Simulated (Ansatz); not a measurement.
Consider the atomization: `[CH3][In-]([CH3])([F])[PH3+]` → 2 C• + F• + 9 H• + In• + P•.

Isolated molecules relaxed with PBE0-D4/def2-TZVP in Ansatz; ΔE leaves out vibrations. CCSD(T)/CBS is the MP2 limit (def2-TZVPP, def2-QZVPP) plus CCSD(T) − MP2 in def2-TZVPP, frozen cores. This one scheme is used for every species, atoms too. No spin–orbit coupling; open shells (•) take unrestricted orbitals. Spin–orbit coupling would lower the free atoms: a little for C, F; strongly for In. Elements past krypton have def2 core potentials. Bonds to In are less sure, by a few kJ/mol each and by 10 to 20 or more in all where they break to atoms, as the def2 sets lack core-valence functions. One conformer a species, not always the lowest.

```json
{"level": "HF/def2-SVP", "ΔE (eV)": "34.14"}
{"level": "HF/def2-TZVPP", "ΔE (eV)": "34.20"}
```

(1) What does CCSD(T)/CBS give? (Estimate.)

Largest T1 diagnostic among the species: 0.015.

## Answers

(1) The calculation gave: +46.91 eV. The listed levels differ from it by -12.77, -12.71 eV.

From PBE to PBE0 (25 % exact exchange), in def2-TZVPP and without D4, ΔE moves by −0.56 eV: exact exchange takes away binding that semilocal exchange gives to molecules. At CCSD(T), def2-SVP lies −2.97 eV from the extrapolated value and def2-TZVPP −1.22 eV: correlation converges slowly with the basis, and small sets miss more of it in the bonded molecule than in its fragments.

For atomizations the MP2-based limit and the directly extrapolated one differ by several kJ/mol either way, and by 10 to 25 for some Ge, Se and Sn compounds, so smaller differences from it don't rank the levels.
